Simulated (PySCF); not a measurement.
An equivalent PySCF input for C⁺ (carbon, charge +1), [He] 2s2 2p1, 2P determinant, with scalar relativity by spin-free X2C-1e:

```python
from pyscf import gto, scf, dft, mp, cc
import basis_set_exchange as bse
mol = gto.M(atom="C 0 0 0", charge=1, spin=1, symmetry="D2h",
            basis=gto.basis.parse(bse.get_basis("x2c-SVPall", elements=["C"], fmt="nwchem", header=False)),
            nucmod="G")
mf = dft.UKS(mol, xc="M06L").sfx2c1e()
mf.irrep_nelec = {'Ag': (2, 2), 'B2u': (1, 0)}
mf.kernel()
```

It reaches the same state as the run whose output follows, with an energy that differs only through the grid. The run itself started from symmetry-adapted Hartree-Fock orbitals and held the occupation by maximum overlap, on a logarithmic radial grid, so the iterations belong to that start.

```
SCF conv_tol = 1e-09
number electrons alpha = 3  beta = 2
XC functionals = M06L
    Y. Zhao and D. G. Truhlar.,  J. Chem. Phys. 125, 194101 (2006)
    Y. Zhao and D. G. Truhlar.,  J. Chem. Phys. 125, 194101 (2006)
    Y. Zhao and D. G. Truhlar.,  Theor. Chem. Acc. 120, 215 (2008)
cycle= 1 E= -37.3946853004581  delta_E= -0.00271  |g|= 0.00895  |ddm|= 0.0813
cycle= 2 E= -37.3947274703219  delta_E= -4.22e-05  |g|= 0.00131  |ddm|= 0.00812
cycle= 3 E= -37.3947284302751  delta_E= -9.6e-07  |g|= 5.53e-05  |ddm|= 0.00111
cycle= 4 E= -37.3947284323607  delta_E= -2.09e-09  |g|= 4.04e-06  |ddm|= 0.000126
cycle= 5 E= -37.3947284323814  delta_E= -2.07e-11  |g|= 1.48e-07  |ddm|= 1.17e-05
converged SCF energy = -37.3947284323814  <S^2> = 0.75286108  2S+1 = 2.002859
```
